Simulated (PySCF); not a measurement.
C5H15AlOSi.
SMILES: `[AlH3-][O+]1CCC[C@H]1C[SiH3]`

A linear-response calculation (PySCF, def2-SVPD basis, gas phase, vertical, core orbitals frozen in the response) gave these numbers; the functional is withheld.

Orbital energies (eV): HOMO-3 -9.38, HOMO-2 -8.87, HOMO-1 -7.40, HOMO -7.24, LUMO 0.01, LUMO+1 0.57, LUMO+2 0.62.

```
state  E (eV)       f   main configurations (H = HOMO, L = LUMO)
   S1    6.25   0.014                      H→L (80%), H→L+3 (9%)
   S2    6.42   0.010                                H-1→L (81%)
   S3    6.81   0.030        H→L+3 (46%), H→L+2 (33%), H→L (13%)
   S4    6.98   0.024  H-1→L+3 (48%), H-1→L+2 (30%), H-1→L (13%)
   S5    7.07  0.0074                 H→L+1 (79%), H-1→L+1 (10%)
   S6    7.15  0.0093                 H-1→L+1 (68%), H→L+1 (11%)
```

Triplets (Tamm–Dancoff): T1 5.87 eV, H→L (57%), H→L+3 (20%), H→L+2 (10%); T2 6.04 eV, H-1→L (54%), H-1→L+3 (19%), H-1→L+2 (13%); T3 6.63 eV, H→L+3 (35%), H→L (25%), H→L+2 (22%); T4 6.78 eV, H-1→L+3 (40%), H-1→L (30%), H-1→L+2 (17%).

Vertical ionisation energy by ΔSCF with the same functional: 9.36 eV. Mean static polarisability: 120.2 au.

**Question.** Name the functional.
A. PBE0
B. wB97X-D
C. PBE
D. HF

**Answer.** A. PBE0 is a global hybrid with 25% exact exchange. In this run −ε(HOMO) = 7.24 eV differs from the ΔSCF value by -2.11 eV, and S1 differs from the orbital gap of 7.25 eV by -1.01 eV. The ratio −ε(HOMO)/IP is 0.77. Small neutral molecules mostly give 0.7 to 0.83 with PBE0, 0.5 to 0.7 with PBE, 0.89 to 0.99 with wB97X-D; Hartree–Fock can't fall below 1, since the ion's relaxation only lowers the ΔSCF value. The other options: PBE, a GGA without exact exchange; HF, time-dependent Hartree–Fock, 100% exact exchange; wB97X-D, range-separated, 22% exact exchange at short range and 100% at long range (ω = 0.2 bohr⁻¹).

Level of theory: TDDFT PBE0/def2-SVPD, vertical, gas phase, core orbitals frozen in the response in PySCF. One conformer (not necessarily the lowest) at the PBE0-D3(BJ)/def2-SVP geometry, without solvent, vibrations or thermal averaging.

Without π bonds the low states are Rydberg-like; a valence basis with one diffuse set may place them up to an eV too high.
